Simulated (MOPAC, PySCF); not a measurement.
CH6Si2, SMILES `[SiH2]=C[SiH3]`, neutral singlet in the gas phase. 

Cartesian coordinates (Å):
SMILES: [SiH2]=C[SiH3]
```xyz
9

Si    -1.6476    -0.1045    -0.7679
C     -0.0189    -0.5959    -0.7557
Si     1.2800     0.2778     0.2085
H     -2.7119    -0.7897    -1.5359
H     -2.1177     1.0653     0.0037
H      0.2624    -1.4653    -1.3455
H      2.3647     0.8017    -0.6686
H      0.6644     1.4260     0.9299
H      1.9246    -0.6155     1.2120
```
Charge 0, spin multiplicity 1.

All levels are single points at this geometry (PBE0-D3(BJ)/def2-TZVP); Pople sets use spherical d functions. Orbital energies aren't observables, and empty levels follow the basis.

B3LYP/6-311+G** in PySCF gives HOMO (eV) = -6.66.

Estimate the HOMO (eV) from each of these levels: PBE0-D3(BJ)/def2-TZVP in PySCF; B3LYP/3-21G in PySCF; B3LYP/6-31G* in PySCF; B3LYP/LANL2DZ in PySCF; BP86/6-31G* in PySCF; M06-2X/6-31G* in PySCF; PBE/6-31G* in PySCF; HF/6-31G* in PySCF; HF/STO-3G in PySCF; AM1 in MOPAC; PM6 in MOPAC; PM7 in MOPAC.


```
level                           HOMO (eV)
------------------------------  ---------
PBE0-D3(BJ)/def2-TZVP in PySCF      -6.88
B3LYP/3-21G in PySCF                -6.56
B3LYP/6-31G* in PySCF               -6.51
B3LYP/LANL2DZ in PySCF              -6.63
BP86/6-31G* in PySCF                -5.88
M06-2X/6-31G* in PySCF              -7.73
PBE/6-31G* in PySCF                 -5.79
HF/6-31G* in PySCF                  -8.75
HF/STO-3G in PySCF                  -5.71
AM1 in MOPAC                        -9.16
PM6 in MOPAC                        -8.50
PM7 in MOPAC                        -9.40
```
